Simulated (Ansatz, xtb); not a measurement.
Isomers of C2H6ClF3Si2 in order of energy

4 gas-phase structures of C2H6ClF3Si2, from a drawn sample of its isomers (lower ones may exist). Each was relaxed with GFN2-xTB; where two conformers were screened, the lower at r2SCAN-D4/def2-SVP is listed:

A. `C[Si@]([SiH3])(Cl)C(F)(F)F`, a singlet
B. `C[Si@H]([SiH2]Cl)C(F)(F)F`, a singlet
C. `FC(F)(F)[Si@H](Cl)C[SiH3]`, a singlet
D. `F[SiH2]C(F)(F)[SiH2]CCl`, a singlet

Make a reasoned guess at their ranking by r2SCAN-D4/def2-SVP single-point energy.

Calculated order at r2SCAN-D4/def2-SVP: A (0.000), C (0.035), B (0.141), D (1.003) eV. Less than 1 kcal/mol parts A and C, so the order within that pair means little.

Energies above the lowest of each column, in eV; the last columns are at B3LYP-D3(BJ)/def2-SVP geometries and were run for some of them only (a dash: not run or not comparable):

```json
{"structure": "A", "GFN2-xTB": "0.369", "HF/STO-3G": "0.000", "r2SCAN-D4/def2-SVP": "0.000", "B3LYP-D3(BJ)/def2-SVP": "0.000", "CCSD(T)/def2-SVP + ΔMP2/def2-TZVPP": "0.013"}
{"structure": "C", "GFN2-xTB": "0.154", "HF/STO-3G": "0.312", "r2SCAN-D4/def2-SVP": "0.035", "B3LYP-D3(BJ)/def2-SVP": "0.026", "CCSD(T)/def2-SVP + ΔMP2/def2-TZVPP": "0.000"}
{"structure": "B", "GFN2-xTB": "0.197", "HF/STO-3G": "0.008", "r2SCAN-D4/def2-SVP": "0.141", "B3LYP-D3(BJ)/def2-SVP": "0.118", "CCSD(T)/def2-SVP + ΔMP2/def2-TZVPP": "0.118"}
{"structure": "D", "GFN2-xTB": "0.000", "HF/STO-3G": "2.003", "r2SCAN-D4/def2-SVP": "1.003", "B3LYP-D3(BJ)/def2-SVP": "–", "CCSD(T)/def2-SVP + ΔMP2/def2-TZVPP": "–"}
```

CCSD(T)/def2-SVP + ΔMP2/def2-TZVPP puts C lowest of those it was run on, with A within 1 kcal/mol; GFN2-xTB picks D. CCSD(T)/def2-SVP + ΔMP2/def2-TZVPP orders those it was run on as C (0.000), A (0.013), B (0.118) eV. Less than 1 kcal/mol parts C and A, so the order within that pair means little. Flexible structures stand in one conformer each, not always the lowest. Frequencies (GFN2-xTB) were run for A, B, C alone. ΔMP2 is the change of the MP2 energy from the smaller to the larger basis.

Over these structures GFN2-xTB departs from r2SCAN-D4/def2-SVP by 0.444 eV on average once a common shift is removed. A GFN2-xTB relaxation took about 0.22 s and the r2SCAN-D4/def2-SVP energy about 4.2 s on a shared host (Ansatz 0.2.0, xtb 6.7.1).
